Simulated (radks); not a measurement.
Ti3.5+, configuration [Ar] 3d(up 0.25, down 0.25) (fractional occupations, a model configuration). Method: non-relativistic Kohn-Sham, SCAN, spin-polarised, spherical densities, point nucleus; meta-GGA in the generalised Kohn-Sham scheme; computed with a radial shooting solver on a logarithmic mesh with Libxc functionals.

Unscreened Slater integrals over Kohn-Sham orbitals (hartree). They are taken over the spin-up orbitals.

\begin{tabular}{lr}
integral & value \\ \hline
F0(3d,3d) & 0.76782 \\
F2(3d,3d) & 0.36867 \\
F4(3d,3d) & 0.23224 \\
F0(3d,3p) & 0.81053 \\
F2(3d,3p) & 0.39444 \\
G1(3d,3p) & 0.48980 \\
G3(3d,3p) & 0.29988 \\
F0(3d,3s) & 0.82944 \\
G2(3d,3s) & 0.37627 \\
F0(3p,3p) & 0.86398 \\
F2(3p,3p) & 0.43786 \\
F0(3p,3s) & 0.88503 \\
G1(3p,3s) & 0.59160 \\
F0(3s,3s) & 0.90811 \\
\end{tabular}

Derived for the open shells (J is the average intra-shell exchange parameter used in DFT+U). 3d: Racah B = F2/49 - 5 F4/441 = 0.004891 hartree, C = 35 F4/441 = 0.01843 hartree, C/B = 3.77, F4/F2 = 0.630, J = (F2 + F4)/14 = 0.04292 hartree.
